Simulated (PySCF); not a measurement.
**First hyperpolarisability: `CB(C)c1ccccn1`, C7H10BN**

Geometry:
| atom | x (Å) | y (Å) | z (Å) |
| --- | --- | --- | --- |
| C1 | -2.194 | -1.203 | 0.313 |
| B2 | -1.346 | 0.034 | -0.156 |
| C3 | -2.053 | 1.287 | -0.771 |
| C4 | 0.234 | 0.052 | -0.029 |
| C5 | 0.943 | -0.894 | 0.728 |
| C6 | 2.332 | -0.823 | 0.815 |
| C7 | 2.984 | 0.196 | 0.130 |
| C8 | 2.210 | 1.096 | -0.608 |
| N9 | 0.889 | 1.035 | -0.684 |
| H10 | -3.177 | -0.906 | 0.713 |
| H11 | -2.414 | -1.785 | -0.604 |
| H12 | -1.713 | -1.896 | 1.019 |
| H13 | -3.044 | 1.085 | -1.204 |
| H14 | -2.215 | 1.984 | 0.076 |
| H15 | -1.408 | 1.826 | -1.480 |
| H16 | 0.403 | -1.685 | 1.252 |
| H17 | 2.895 | -1.550 | 1.406 |
| H18 | 4.071 | 0.298 | 0.160 |
| H19 | 2.696 | 1.909 | -1.163 |

Theory: quadratic response CAM-B3LYP/aug-cc-pVDZ first hyperpolarisability, Taylor convention, gas phase (PySCF 2.14.0). Geometry: PBE0-D3(BJ)/def2-SVP.

Problem. What is the first hyperpolarisability, and how does it disperse?

Solution. In au, Taylor convention; the vector part is βᵢ = ⅓ Σⱼ (βᵢⱼⱼ + βⱼᵢⱼ + βⱼⱼᵢ); β∥ is 3/5 of the vector part along the dipole, the dipole points from − to +:
```csv
process,λ (nm),β vector norm,β∥,β HRS,depolarisation ratio
"static β(0;0,0)",∞,289.8,105.9,130.6,3.93
"second harmonic β(−2ω;ω,ω)",1907,313.9,115.6,141.0,3.96
"Pockels β(−ω;ω,0)",1907,297.5,109.0,–,–
"second harmonic β(−2ω;ω,ω)",1064,379.5,142.0,169.4,4.05
"Pockels β(−ω;ω,0)",1064,315.7,116.3,–,–
```

Problem. Which lowest excitations, dipole and polarisabilities go with it?

Solution. S1 4.15 eV (f = 0.001); S2 4.98 eV (f = 0.001); S3 5.21 eV (f = 0.130); dipole 2.20 D; isotropic α 104.7 au static, 105.0 au at 1907 nm, 105.9 au at 1064 nm, 106.3 au at 953.5 nm, 110.2 au at 532 nm.
